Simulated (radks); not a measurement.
The numbers below are computed, except where a source is named.
Neutral osmium, configuration [Xe] 4f14 5d6 6s2. Code: a radial shooting solver on a logarithmic mesh with Libxc functionals. Model: scalar-relativistic Kohn-Sham, PBE, spin-polarised, spherical densities, point nucleus; open shells are filled with parallel spins first (spin-orbit coupling, left out, can overturn this in heavy ions). Some entries of the table are withheld. Estimate them.

| orbital | occ. | eigenvalue (eV) | r(max) (bohr) |
|---|---|---|---|
| 1s down | 1 | -73880.63 | 0.01102 |
| 1s up | 1 | -73880.63 | 0.01102 |
| 2s up | 1 | -12866.71 | 0.06338 |
| 2s down | 1 | -12866.50 | 0.06338 |
| 2p up | 3 | -11202.18 | 0.05219 |
| 2p down | 3 | -11202.01 | 0.05219 |
| 3s up | 1 | -2994.078 | 0.1787 |
| 3s down | 1 | -2994.009 | 0.1787 |
| 3p up | 3 | -2505.437 | 0.1774 |
| 3p down | 3 | -2505.358 | 0.1774 |
| 3d up | 5 | -1960.066 | 0.1444 |
| 3d down | 5 | -1959.919 | 0.1445 |
| 4s up | 1 | -631.7478 | 0.4047 |
| 4s down | 1 | -631.5478 | 0.4048 |
| 4p up | 3 | -471.5048 | 0.4251 |
| 4p down | 3 | -471.3199 | 0.4251 |
| 4d up | 5 | -272.7020 | 0.4346 |
| 4d down | 5 | -272.4855 | 0.4346 |
| 5s up | 1 | -92.1328 | 0.9151 |
| 5s down | 1 | -90.4093 | 0.9116 |
| 4f up | 7 | -51.9025 | (1) |
| 5p up | 3 | (2) | 1.034 |
| 4f down | 7 | -51.5196 | (3) |
| 5p down | 3 | (4) | 1.028 |
| 5d up | 5 | -7.2211 | 1.359 |
| 6s up | 1 | -6.6811 | (5) |
| 6s down | 1 | -5.3616 | (6) |
| 5d down | 1 | -4.7891 | 1.354 |

Answer. 
(1) 4f up r(max) (bohr): 0.4057
(2) 5p up eigenvalue (eV): -51.6589
(3) 4f down r(max) (bohr): 0.4056
(4) 5p down eigenvalue (eV): -49.4412
(5) 6s up r(max) (bohr): 2.439
(6) 6s down r(max) (bohr): 2.541
